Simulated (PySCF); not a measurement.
B(Br)3 anion (BBr₃), SMILES B(Br)(Br)Br (connectivity only; charge and spin as stated), charge -1, multiplicity 2. The structure is a stationary point at PBE-D3(BJ)/def2-SVPD. The spin state was assumed, not searched. The isomer is the one that the SMILES or the coordinates give; other isomers of the formula were not compared.

Method: PBE-D3(BJ)/def2-SVPD (PySCF 2.14.0).

Harmonic wavenumbers (cm⁻¹): 124, 124, 191, 388, 585, 585. Rotational constants (GHz): 1.102, 1.102, 0.5549; symmetry number 3.

**Question.** Work out the zero-point energy and the ideal-gas rigid-rotor harmonic-oscillator thermochemistry at 298.15 K and 1 atm.

**Answer.** ZPE = ½ Σ hcν = ½ × 1997 cm⁻¹ = 2.85 kcal/mol. H − E(el) = 6.86 kcal/mol. Entropy in cal/(mol K): translation 42.46, rotation 28.36, vibration 10.26, spin 1.38, total 82.46. G − E(el) = -17.72 kcal/mol. Cp = 17.28 cal/(mol K). Modes under 150 cm⁻¹ make the vibrational entropy uncertain.
